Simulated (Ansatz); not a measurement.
`O[SiH](F)I` + HCl → `F[SiH](Cl)I` + H₂O at 400 K and 1 bar (ligand exchange at the Si–O bond).

Isolated molecules relaxed with PBE0-D4/def2-TZVP in Ansatz; ΔE leaves out vibrations. CCSD(T)/CBS is the MP2 limit (def2-TZVPP, def2-QZVPP) plus CCSD(T) − MP2 in def2-TZVPP, frozen cores. This one scheme is used for every species. def2 core potentials past Kr. For I outer-core shells are correlated without core-valence functions, which leaves a few kJ/mol of doubt a bond. Each species was taken in one conformer, which may not be the lowest.

```csv
species,CCSD(T)/CBS energy (Eh),H − E (kJ/mol),S (J/(mol·K))
`O[SiH](F)I`,-762.85028,96.9,354.4
HCl,-460.38127,29.6,195.4
`F[SiH](Cl)I`,-1146.84711,62.4,355.4
H₂O,-76.37941,69.8,198.6
```

H − E and S are ideal-gas, rigid-rotor, harmonic terms from PBE0-D4/def2-TZVP, for one conformer and one mirror image of each species. 1 Eh = 2625.50 kJ/mol, R = 8.31446 J/(mol·K).

Problem. By hand: ΔE, ΔH, ΔS and ΔG.

Solution. ΔE = (-1146.84711) + (-76.37941) − (-762.85028) − (-460.38127) = 0.00503 Eh = 13.2 kJ/mol. Δ(H − E) = 62.4 + 69.8 − 96.9 − 29.6 = 5.7, so ΔH = 18.9 kJ/mol. ΔS = 355.4 + 198.6 − 354.4 − 195.4 = 4.2 J/(mol·K). ΔG = 18.9 − 400 × (4.2)/1000 = 17.2 kJ/mol.

Problem. By hand: the equilibrium constant, and the temperature at which ΔG would vanish if ΔH and ΔS stayed fixed.

Solution. log₁₀ K = −ΔG/(RT ln 10) = -2.2. ΔG = 0 at ΔH/ΔS = 4500 K, far beyond where these terms or the molecules hold.

The number of gas molecules stays the same, so ΔS is small and ΔH decides. A doubt of 5 kJ/mol in ΔE shifts log₁₀ K by 0.7 here. Other conformers and mirror images would add mixing entropy, several J/(mol·K) or more a flexible species. These are equilibria of isolated gas molecules and say nothing of rates. Largest T1 diagnostic: 0.010 (customary marks: 0.02 for closed shells, 0.045 for open ones).
